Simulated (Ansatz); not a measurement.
Isolated molecules relaxed with PBE0-D4/def2-TZVP in Ansatz; ΔE leaves out vibrations. CBS: MP2 limit from def2 TZ/QZ plus the TZ coupled-cluster correction, frozen cores. This one scheme is used for every species. DFT in def2-TZVPP. B3LYP here is the variant with VWN-RPA as its local correlation; programs differ in this. def2 core potentials past Kr. For Sn outer-core shells are correlated without core-valence functions, which leaves a few kJ/mol of doubt a bond. One conformer a species, not always the lowest.

Consider the ligand exchange at the Sn–F bond: `[F][SnH3]` + `OCF` → `FC[O][SnH3]` + H–F.

CCSD(T)/CBS gives +25.3 kJ/mol.

Question: Another level gave +34.6 kJ/mol. Which?
A. B3LYP-D4/def2-TZVPP
B. BHLYP/def2-TZVPP
C. LDA (SPW92)/def2-TZVPP
D. RPA@PBE/def2-TZVPP

Answer: A. B3LYP-D4 34.6, RPA@PBE/def2-TZVPP 25.7, BHLYP 41.9, LDA (SPW92) 30.2 kJ/mol.

Question: What do rigid-rotor, harmonic-oscillator terms from PBE0-D4/def2-TZVP frequencies (298.15 K, 1 bar) make of the CCSD(T)/CBS value? (An estimate is asked.)

Answer: Ansatz gave: ΔZPE = -7.5 kJ/mol, ΔH = +21.5 kJ/mol, ΔS = -7 J/(mol·K), ΔG = +23.5 kJ/mol.

Largest T1 diagnostic among the species: 0.014.

The D4 term adds −8.1 kJ/mol with B3LYP and −4.4 kJ/mol with PBE0; it sums over pairs of atoms, weighted by their polarisabilities, and B3LYP, whose exchange is more repulsive, gets the larger term. From BLYP to BHLYP (50 % exact exchange), in def2-TZVPP and without D4, ΔE moves by −3.3 kJ/mol. At CCSD(T), def2-SVP lies +5.6 kJ/mol from the extrapolated value and def2-TZVPP −0.2 kJ/mol.
